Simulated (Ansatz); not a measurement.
`[CH3][SnH2][F]` + H₂ → `[CH3][SnH3]` + H–F at 500 K and 1 bar (hydrogenolysis of the Sn–F bond).

Calculated with Ansatz (gas phase, PBE0-D4/def2-TZVP geometries, no zero-point term in ΔE). CCSD(T)/CBS is the MP2 limit (def2-TZVPP, def2-QZVPP) plus CCSD(T) − MP2 in def2-TZVPP, frozen cores. This one scheme is used for every species. def2 core potentials past Kr. For Sn outer-core shells are correlated without core-valence functions, which leaves a few kJ/mol of doubt a bond.

```tsv
species	CCSD(T)/CBS energy (Eh)	H − E (kJ/mol)	S (J/(mol·K))
`[CH3][SnH2][F]`	-354.90084	172.4	371.3
H₂	-1.17544	41.0	145.5
`[CH3][SnH3]`	-255.66383	180.3	330.7
H–F	-100.39570	39.4	188.7
```

H − E and S are ideal-gas, rigid-rotor, harmonic terms from PBE0-D4/def2-TZVP. The MP2-based limit puts H₂ 0.8 mEh under its directly extrapolated value; such offsets cancel only in part. 1 Eh = 2625.50 kJ/mol, R = 8.31446 J/(mol·K).

Task: By hand: ΔE, ΔH, ΔS and ΔG.

Result: ΔE = (-255.66383) + (-100.39570) − (-354.90084) − (-1.17544) = 0.01675 Eh = 44.0 kJ/mol. Δ(H − E) = 180.3 + 39.4 − 172.4 − 41.0 = 6.3, so ΔH = 50.3 kJ/mol. ΔS = 330.7 + 188.7 − 371.3 − 145.5 = 2.6 J/(mol·K). ΔG = 50.3 − 500 × (2.6)/1000 = 49.0 kJ/mol.

Task: By hand: the equilibrium constant, and the temperature at which ΔG would vanish if ΔH and ΔS stayed fixed.

Result: log₁₀ K = −ΔG/(RT ln 10) = -5.1. ΔG = 0 at ΔH/ΔS = 19346 K, far beyond where these terms or the molecules hold.

The number of gas molecules stays the same, so ΔS is small and ΔH decides. A doubt of 5 kJ/mol in ΔE shifts log₁₀ K by 0.5 here. These are equilibria of isolated gas molecules and say nothing of rates. Largest T1 diagnostic: 0.013 (customary marks: 0.02 for closed shells, 0.045 for open ones).
